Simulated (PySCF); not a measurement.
Species: `C=C(C)[C@]1(C(F)F)C=C1F`. The columns A, B, C and D hold Mulliken, IAO, Hirshfeld and ESP-fitted charges (e) of one PBE0/pcSseg-1 density (PySCF), in a shuffled order. Coordinates in Å (GFN2-xTB); the density's dipole moment is (0.16, 1.65, 1.20) D.

| atom | x | y | z | A | B | C | D |
| --- | --- | --- | --- | --- | --- | --- | --- |
| C1 | 1.411 | -0.347 | 1.346 | -0.117 | -0.342 | -0.037 | -0.606 |
| C2 | 0.424 | 0.274 | 0.716 | 0.000 | +0.010 | -0.330 | +0.236 |
| C3 | -0.114 | 1.595 | 1.180 | -0.122 | -0.425 | -0.162 | -0.470 |
| C4 | -0.231 | -0.274 | -0.508 | -0.018 | -0.025 | -0.421 | -0.043 |
| C5 | 0.066 | -1.731 | -0.836 | +0.137 | +0.429 | +0.636 | +0.316 |
| F6 | -0.799 | -2.195 | -1.771 | -0.106 | -0.303 | -0.299 | -0.207 |
| F7 | 1.304 | -1.880 | -1.374 | -0.106 | -0.307 | -0.305 | -0.209 |
| C8 | -0.531 | 0.652 | -1.699 | -0.057 | -0.210 | -0.051 | -0.212 |
| C9 | -1.540 | 0.271 | -0.985 | +0.089 | +0.299 | +0.374 | +0.144 |
| F10 | -2.823 | 0.285 | -0.719 | -0.043 | -0.209 | -0.206 | -0.087 |
| H11 | 1.859 | 0.080 | 2.226 | +0.045 | +0.149 | +0.106 | +0.223 |
| H12 | 1.826 | -1.281 | 1.014 | +0.037 | +0.150 | +0.118 | +0.207 |
| H13 | 0.394 | 1.915 | 2.084 | +0.049 | +0.151 | +0.119 | +0.151 |
| H14 | 0.028 | 2.354 | 0.411 | +0.041 | +0.153 | +0.137 | +0.138 |
| H15 | -1.181 | 1.523 | 1.385 | +0.041 | +0.150 | +0.133 | +0.140 |
| H16 | -0.001 | -2.396 | 0.039 | +0.044 | +0.142 | +0.096 | +0.076 |
| H17 | -0.098 | 1.166 | -2.519 | +0.085 | +0.188 | +0.091 | +0.204 |

Question: Which column most likely holds the ESP-fitted charges?

Answer: D. Σ q r misses the density's dipole by 0.04 D (D), 1.13 D (A), 1.17 D (B), 1.98 D (C). Charges fitted to the outside potential are the only set here that is tied to the molecule's multipoles.

Question: And the Hirshfeld charges?

Answer: A. The mean sizes are 0.067 e (A), 0.213 e (C), 0.214 e (B), 0.216 e (D), and Hirshfeld charges are commonly the smallest of these schemes.

As computed, A = Hirshfeld, B = IAO, C = Mulliken, D = ESP-fitted. Hydrogens on carbon: Hirshfeld +0.04 to +0.09, IAO +0.14 to +0.19, Mulliken +0.09 to +0.14, ESP-fitted +0.08 to +0.22 e.

The Mulliken scheme gives each basis function's population to the atom it is centred on and halves the overlap population of two atoms between them. The IAO scheme projects the occupied orbitals on a minimal set of polarised atomic orbitals and counts the electrons in each atom's part of it.

Geometry: GFN2-xTB, one conformer, isolated molecule.

The values belong to the conformer `[CH2:1]=[C:2]([CH3:3])[C@:4]1([CH:5]([F:6])[F:7])[CH:8]=[C:9]1[F:10]`: C1–C2–C4–C5 13°, C2–C4–C5–F6 166°.
